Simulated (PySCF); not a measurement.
**Computed properties of In(NH2)3 (H₆InN₃), SMILES [NH2][In]([NH2])[NH2]**

In(NH2)3 (H₆InN₃), SMILES [NH2][In]([NH2])[NH2]. Coordinates come from a B3LYP-D3(BJ)/def2-SVP optimisation. The structure was generated by enumeration; whether it is a known compound was not checked. The def2 effective core potentials stand for the cores of In; spin–orbit coupling is left out. One conformer was computed; it need not be the lowest. All values are computed for the isolated molecule unless a solvent is named; none is compared with measurement here.

**Structure.** The optimised structure has Cs symmetry. All 24 harmonic modes at B3LYP-D3(BJ)/def2-SVP (PySCF) are real, so it is a minimum. With heavy atoms numbered as in [In:1]([NH2:2])([NH2:5])[NH2:8], the shortest bond between them is In1–N8 at 2.055 Å and the longest In1–N2 at 2.056 Å.

**Vibrations.** The strongest infrared lines (harmonic, unscaled, degenerate partners summed) lie at 419 cm⁻¹ (315 km/mol, H 64 %, N 33 %), 412 cm⁻¹ (112 km/mol, H 67 %, N 31 %), 598 cm⁻¹ (57 km/mol, N 58 %, H 27 %, In 15 %). The softest mode is at 107 cm⁻¹ and the zero-point energy is 46.1 kcal/mol.

**Electronic structure.** B3LYP/def2-TZVP (PySCF) places the frontier levels at -6.54 and -1.15 eV, a gap of 5.39 eV, and gives a dipole moment of 1.08 D and a mean polarisability of 60.7 bohr³. PBE/def2-TZVP (PySCF) at the same geometry gives -5.41 and -1.67 eV, so its gap is 1.65 eV narrower. An orbital gap is neither the optical nor the fundamental gap.

**Excitations.** TDDFT-CAM-B3LYP/def2-SVPD (PySCF) has S1 at 4.92 eV (252 nm, f = 0.038, weak); the most intense of the 10 singlets computed lies at 5.61 eV (f = 0.13). T1 (TDA) is at 4.31 eV. TDDFT-PBE/def2-SVPD (PySCF) puts S1 at 3.95 eV. No vertical singlet excitation falls in the visible range (under 3.1 eV).
